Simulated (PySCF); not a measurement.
C₈H₁₀F₂ (charge -1 and doublet state).
SMILES with atom numbers: `[F:1][CH:2]([F:3])[C@@H:4]1[CH2:5][C@@H:6]2[CH-:7][CH:8][C@H:9]1[CH2:10]2` (hydrogens: H11 on C2; H12 on C4; H13, H14 on C5; H15 on C6; H16 on C7; H17 on C8; H18 on C9; H19, H20 on C10)

Cartesian coordinates in Å at the PBE0-D3(BJ)/def2-SVP level; atoms count from 1:
```
atom  x, y, z in Å
F1    -3.0527    0.0689    0.4972
C2    -1.9824    0.5778   -0.1956
F3    -2.4836    0.9672   -1.4074
C4    -0.9017   -0.4420   -0.3677
C5    -0.3172   -0.9282    0.9858
C6     1.1629   -0.4786    0.8912
C7     1.1819    1.0404    0.9037
C8     0.8331    1.4278   -0.4451
C9     0.3593    0.1525   -1.1003
C10    1.4305   -0.8292   -0.5908
H11   -1.6092    1.4676    0.3364
H12   -1.3475   -1.2792   -0.9384
H13   -0.4241   -2.0272    1.0792
H14   -0.8108   -0.4587    1.8508
H15    1.8093   -0.9816    1.6322
H16    1.8937    1.5866    1.5439
H17    0.3706    2.3916   -0.7148
H18    0.2107    0.1936   -2.1932
H19    1.2295   -1.8894   -0.8467
H20    2.4373   -0.5385   -0.9265
```

Computed with PySCF 2.14.0, PBE0-D3(BJ)/def2-SVP geometry optimisation, gas phase.

Masses are those of the commonest isotopes; rigid-rotor values at the optimised geometry. The values belong to one conformer with, in the numbering `[F:1][CH:2]([F:3])[C@@H:4]1[CH2:5][C@@H:6]2[CH-:7][CH:8][C@H:9]1[CH2:10]2`, F1–C2–C4–C5 -62°.

Give the principal moments of inertia and the rotational constants in MHz.

Ia = 202.70, Ib = 480.20, Ic = 533.23 u·Å²; 505379 MHz·u·Å²/I gives A = 2493, B = 1052, C = 947.8 MHz.

What kind of rotor is it?

An asymmetric top: κ = (2 × 1052 − 2493 − 947.8)/(2493 − 947.8) ≈ -0.86.

What does the inertial defect say?

Not planar: Δ = Ic − Ia − Ib = -149.67 u·Å². For a rigid frame Δ = −2 Σ m c², so Σ m c² = 74.84 u·Å² lies off the ab plane: 19.47 from hydrogen and 55.37 from heavier atoms. The atom farthest from that plane is 2.15 Å away.

Where do the levels up to J = 3 lie, in cm⁻¹?

Above 0(0,0):
J = 1: 1(0,1) 0.0667, 1(1,1) 0.1148, 1(1,0) 0.1183
J = 2: 2(0,2) 0.2000, 2(1,2) 0.2447, 2(1,1) 0.2552, 2(2,1) 0.3994, 2(2,0) 0.3996
J = 3: 3(0,3) 0.3994, 3(1,3) 0.4395, 3(1,2) 0.4605, 3(2,2) 0.5995, 3(2,1) 0.6004, 3(3,1) 0.8487, 3(3,0) 0.8487
Those of J = 1 are B + C, A + C and A + B.

Which lines would a microwave search look for?

The dipole components (about the centre of mass, as the species is charged) are |μa| = 3.02 D, |μb| = 1.76 D, |μc| = 2.32 D. Intensities carry the squares of the components, which stand as 1.00 : 0.34 : 0.59 (a : b : c). Some lines, for components of 0.1 D or more:

```tsv
type	branch	J(Ka,Kc)	MHz	lower level (cm⁻¹)
a	Q	2(1,1) ← 2(1,2)	314	0.245
c	Q	2(1,2) ← 2(0,2)	1342	0.200
c	Q	1(1,1) ← 1(0,1)	1441	0.067
b	Q	1(1,0) ← 1(0,1)	1545	0.067
b	Q	2(1,1) ← 2(0,2)	1656	0.200
a	R	1(0,1) ← 0(0,0)	2000	0.000
b	R	2(0,2) ← 1(1,1)	2554	0.115
b	R	1(1,1) ← 0(0,0)	3441	0.000
c	R	1(1,0) ← 0(0,0)	3546	0.000
a	R	2(1,2) ← 1(1,1)	3896	0.115
a	R	2(0,2) ← 1(0,1)	3995	0.067
a	R	2(1,1) ← 1(1,0)	4105	0.118
c	Q	2(2,1) ← 2(1,1)	4322	0.255
b	Q	2(2,0) ← 2(1,1)	4328	0.255
b	Q	2(2,1) ← 2(1,2)	4636	0.245
b	R	2(1,2) ← 1(0,1)	5337	0.067
c	R	2(1,1) ← 1(0,1)	5651	0.067
b	R	2(2,1) ← 1(1,0)	8427	0.118
c	R	2(2,0) ← 1(1,0)	8433	0.118
c	R	2(2,1) ← 1(1,1)	8532	0.115
b	R	2(2,0) ← 1(1,1)	8538	0.115
```

For this open shell read J as N, the rotation without spin; fine and hyperfine splittings come on top. Not checked by PBE0-D3(BJ)/def2-SVP frequencies. ⟨S²⟩ = 0.755 (exact for a doublet: 0.75). Whether the extra electron is bound in the gas phase wasn't checked; a finite basis holds it in any case. Zero-point vibration and centrifugal distortion are left out.
